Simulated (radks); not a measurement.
Results of a calculation; reference values are marked as such.
Problem. Ionisation ladder of hafnium, from Hf I to Hf III. Each ion is in the ground configuration listed by NIST, and IE = E(next ion) - E(this ion). Code: a radial shooting solver on a logarithmic mesh with Libxc functionals. Model: scalar-relativistic Kohn-Sham, BLYP, spin-polarised, spherical densities, finite nucleus; open shells are filled with parallel spins first (spin-orbit coupling, left out, can overturn this in heavy ions); Fermi nuclear charge, rms radius 5.347 fm.

species      configuration  IE, Delta-SCF (eV)  -e(HOMO) (eV)   HOMO
Hf I     [Xe] 4f14 5d2 6s2                   ?          2.874  5d up
Hf II    [Xe] 4f14 5d1 6s2              15.341         10.818  5d up
Hf III       [Xe] 4f14 5d2              22.228         17.201  5d up

Estimate the withheld Delta-SCF values.

Solution. Hf I: 6.680 eV (NIST 6.825).
